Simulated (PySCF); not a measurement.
BH3. Atoms are numbered in the order given.

```xyz
4

B      0.0000     0.0000     0.0000
H     -1.1894     0.0000     0.0000
H      0.5947    -1.0300     0.0000
H      0.5947     1.0300     0.0000
```

Geometry optimised at B3LYP-D3(BJ)/def2-TZVPD. The isomer is the one that the SMILES or the coordinates give; other isomers of the formula were not compared.

All values below come from HF/def2-TZVPD in PySCF.

Mulliken values depend strongly on the basis, most of all with diffuse functions as here. Atomic charges (e):

```json
[
 {"atom": "B1", "IAO": "…", "Mulliken": "-0.09"},
 {"atom": "H2", "IAO": "…", "Mulliken": "0.03"},
 {"atom": "H3", "IAO": "…", "Mulliken": "0.03"},
 {"atom": "H4", "IAO": "…", "Mulliken": "0.03"}
]
```

Q: Some entries are withheld; supply them. (An estimate is asked for; the answer gives what the named calculation found.)

A: 
- B1, IAO: 0.05
- H2, IAO: -0.02
- H3, IAO: -0.02
- H4, IAO: -0.02
